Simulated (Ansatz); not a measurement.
A set of 12 reactions (atomization), with CCSD(T)/CBS values in kJ/mol:

```csv
reaction,ΔE
`C[C]1=[C](F)[SnH2]1` → 3 C• + F• + 5 H• + Sn•,3557.2
`[Sn][Te]` → Sn• + Te•,423.8
`COC#C[SiH3]` → 3 C• + 6 H• + O• + Si•,4201.6
`[OH][Al]([SH])[CH2]F` → Al• + C• + F• + 4 H• + O• + S•,3212.5
`N[Si]1(F)SS1` → F• + 2 H• + N• + 2 S• + Si•,2527.3
`CCNCS` → 3 C• + 9 H• + N• + S•,5124.3
`O=[Se](F)F` → 2 F• + O• + Se•,1154.7
`N#C[SiH2]`• → C• + 2 H• + N• + Si•,1816.0
`O=C=CNCO` → 3 C• + 5 H• + N• + 2 O•,4514.2
`NC1(F)CC1` → 3 C• + F• + 6 H• + N•,4332.5
`C=C[SiH2]B(O)Cl` → B• + 2 C• + Cl• + 6 H• + O• + Si•,4621.4
`[SiH3][Si]1([SiH3])BC1` → B• + C• + 9 H• + 3 Si•,4457.1
```

Isolated molecules relaxed with PBE0-D4/def2-TZVP in Ansatz; ΔE leaves out vibrations. CBS: MP2 limit from def2 TZ/QZ plus the TZ coupled-cluster correction, frozen cores. This one scheme is used for every species, atoms too. Functionals use def2-TZVPP. B3LYP here is the variant with VWN-RPA as its local correlation; programs differ in this. Open shells (•) are unrestricted, without spin–orbit coupling. Spin–orbit coupling would lower the free atoms: a little for Al, B, C, Cl, F, O, S, Si; clearly for Se; strongly for Sn, Te. def2 core potentials past Kr. For Se, Sn, Te outer-core shells are correlated without core-valence functions, so the limit isn't a true one: a few kJ/mol of doubt a bond, and 10 to 20 or more in all where bonds break to atoms. Scalar relativity is left out up to krypton. Each species was taken in one conformer, which may not be the lowest.

(1) Give the mean, mean absolute and largest difference (level minus CCSD(T)/CBS, kJ/mol) for: PBE-D4, r2SCAN-D4, B3LYP-D4, ωB97M-V, B2PLYP, PBE, PBE0, HF/def2-TZVPP, MP2/def2-TZVPP, CCSD(T)/def2-TZVPP, HF/def2-QZVPP, SCS-MP2/def2-QZVPP, HF/CBS(def2), CCSD/CBS(def2). (An estimate is asked.)

The largest T1 diagnostic in the set is 0.027, for `N#C[SiH2]`• (customary mark 0.045).

CCSD(T)/CBS is a level of theory with its own doubt, and the functionals carry their triple-zeta basis error, so these figures describe this set and don't rank the functionals.

## Answers

(1) Computed: 
```
             level     mean  mean absolute  largest
            PBE-D4     94.8           94.8    216.6
         r2SCAN-D4     14.1           18.8     38.7
          B3LYP-D4     -2.7           17.4    -30.5
           ωB97M-V      7.7           21.1    -60.0
            B2PLYP    -37.3           37.7    -56.9
               PBE     76.0           77.6    197.9
              PBE0     -5.9           20.6    -44.6
     HF/def2-TZVPP  -1002.6         1002.6  -1500.6
    MP2/def2-TZVPP    -28.3           36.3   -109.8
CCSD(T)/def2-TZVPP    -98.7           98.7   -137.1
     HF/def2-QZVPP   -996.4          996.4  -1493.6
SCS-MP2/def2-QZVPP     12.0           19.4     44.3
      HF/CBS(def2)   -995.5          995.5  -1492.5
    CCSD/CBS(def2)    -64.2           64.2    -98.1
```
